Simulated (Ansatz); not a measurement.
Molecule: methoxy(trimethyl)silane, C$_{4}$H$_{12}$OSi, charge 0, multiplicity 1. 
Structure (B3LYP-D3(BJ)/def2-TZVP (Ansatz, an electronic-structure program) minimum search):
```
Si
O 1 1.6581
C 2 1.4126 1 124.49
H 3 1.0906 2 108.35 1 180.00
H 3 1.0954 4 108.31 2 121.29
H 3 1.0954 4 108.31 5 117.42
C 1 1.8653 2 105.25 3 -180.00
H 7 1.0918 1 110.91 2 -59.95
H 7 1.0918 8 107.91 1 -121.67
H 7 1.0926 8 107.99 9 -116.50
C 1 1.8751 2 110.11 3 60.28
H 11 1.0922 1 111.12 2 57.55
H 11 1.0926 12 107.90 1 122.82
H 11 1.0929 12 107.82 13 115.65
C 1 1.8751 2 110.11 3 -60.28
H 15 1.0922 1 111.12 2 -57.55
H 15 1.0926 16 107.90 1 -122.82
H 15 1.0929 16 107.82 17 -115.65
```
Charge 0, spin multiplicity 1.

Dipole moments at this geometry, in debye (magnitudes).

```tsv
level	program	dipole (D)
PBE/def2-TZVPD	Ansatz	[?]
r2SCAN/def2-TZVPD	Ansatz	0.97
B3LYP/def2-TZVPD	Ansatz	1.00
r2SCAN0/def2-TZVPD	Ansatz	1.02
HSE06/def2-TZVPD	Ansatz	1.00
CAM-B3LYP/def2-TZVPD	Ansatz	1.05
LC-wPBE/def2-TZVPD	Ansatz	1.07
wB97M-V/def2-TZVPD	Ansatz	1.01
wB97X-V/def2-TZVPD	Ansatz	1.04
CCSD(T)/aug-cc-pV(D+d)Z	Ansatz	[?]
```

Task: Some entries are withheld; supply them.

Result: 
- PBE/def2-TZVPD, dipole (D): 0.93
- CCSD(T)/aug-cc-pV(D+d)Z, dipole (D): 0.99
